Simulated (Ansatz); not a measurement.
Mulliken charges of `[NH]=[Ta]([Cl])([Cl])[Cl]` from ωB97M-V/def2-TZVPP in Ansatz (PBE0-D4/def2-TZVP geometry).

| atom | x (Å) | y (Å) | z (Å) | charge (e) |
| --- | --- | --- | --- | --- |
| N1 | -0.515 | 0.562 | 1.089 | -0.349 |
| Ta2 | 0.164 | -0.182 | -0.336 | 0.813 |
| Cl3 | 1.817 | -1.612 | 0.347 | -0.200 |
| Cl4 | -1.521 | -1.311 | -1.400 | -0.200 |
| Cl5 | 1.006 | 1.488 | -1.658 | -0.200 |
| H6 | -0.907 | 0.992 | 1.911 | 0.135 |

Problem. By hand: the dipole of these point charges (1 e Å = 4.8032 D).

Solution. Σ q r = (-0.070, 0.077, 0.147) e Å, of length 0.180 e Å = 0.86 D.

Problem. How does the dipole of the full density compare? (Estimate.)

Solution. The calculation gave: (-0.084, 0.093, 0.177) e Å, 1.04 D; the point charges give 0.83 times that, at 0° from its direction.

Point charges leave out the atoms' own dipoles, such as those of lone pairs, and Mulliken's split depends on the basis, so the two needn't agree.
